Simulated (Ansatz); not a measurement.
`[CH3][Sb]([NH2])[SH]`, charge 0, multiplicity 1.

Question: Give a relaxed structure at PBE0-D4/def2-TZVP (Ansatz). (Best estimate.)

Answer: Ansatz gave: 
Cartesian coordinates in Å:
```
C 0.588 -1.361 -0.431
Sb -0.425 0.484 -0.871
N 0.589 1.656 0.424
S -2.248 -0.177 0.594
H 0.050 -2.195 -0.882
H 0.637 -1.504 0.649
H 1.599 -1.317 -0.840
H 1.131 1.193 1.141
H 1.133 2.390 -0.007
H -3.054 0.831 0.224
```
This is one stationary point; other conformers may exist.
